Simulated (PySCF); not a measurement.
# Spinor energies of Re³¹⁺ (rhenium, charge +31)

Start: [Kr] 4d8; 4d3/2 filled at m_j = -3/2, -1/2, +1/2, +3/2; 4d5/2 filled at m_j = -1/2, +1/2, +3/2, +5/2. Calculated with PySCF 2.14 in an even-tempered Gaussian basis (17 s from 2.9 bohr⁻², ratio 2.8; 14 p from 3.8 bohr⁻², ratio 2.8; 9 d from 3.8 bohr⁻², ratio 2.8; 3 f from 18 bohr⁻², ratio 3): generalised Hartree-Fock with the X2C-1e Hamiltonian and a Gaussian nucleus; one run each with spin-orbit coupling (SO) switched off, then screened by Boettger's factors.

```
spinor shell  electrons  ε, spin-free (eV)  ε, screened SO (eV)  weight of nominal j (screened SO)  rms radius, screened SO (bohr)
       1s1/2          2           -73228.9             -73205.5                              1.000                          0.0204
       2s1/2          2           -13808.1             -13800.4                              1.000                          0.0824
       2p1/2          2           -12203.1             -13233.4                              1.000                          0.0700
       2p3/2          4           -12203.1             -11787.4                              1.000                          0.0776
       3s1/2          2            -4147.4              -4144.8                              1.000                           0.210
       3p1/2          2            -3666.2              -3894.9                              1.000                           0.201
       3p3/2          4            -3666.2              -3571.8                              1.000                           0.216
       3d3/2          4            -3117.2              -3158.9                              1.000                           0.190
       3d5/2          6            -3117.2              -3087.1                              1.000                           0.194
       4s1/2          2            -1698.3              -1697.4                              1.000                           0.438
       4p1/2          2            -1519.6              -1589.1                              0.999                           0.440
       4p3/2          4            -1519.6              -1490.1                              0.999                           0.468
       4d3/2          4            -1305.6              -1316.3                              0.988                           0.462
       4d5/2          4            -1305.6              -1297.2                              0.992                           0.469
```

| quantity | spin-free | screened SO |
| --- | --- | --- |
| E (hartree) | -16185.99589 | -16207.33639 |
| M_J | 4 | 4 |
| ⟨J²⟩ | 20.001 | 20.002 |
| ⟨L²⟩ | 12.001 | 12.969 |
| ⟨S²⟩ | 2.000 | 1.867 |

Each row is a mean over spinors that exchange with the open shell spreads, by up to 21.229 eV (4p3/2).

Breit and QED terms are absent; they matter most for the inner s and p1/2 levels.

Densities and radii are taken from the X2C orbitals without a picture-change correction, which distorts them close to the nucleus.

Without spin-orbit coupling the j labels of p, d and f shells carry no meaning; the spin-free column gives the mean over the occupied spinors of each nl shell.
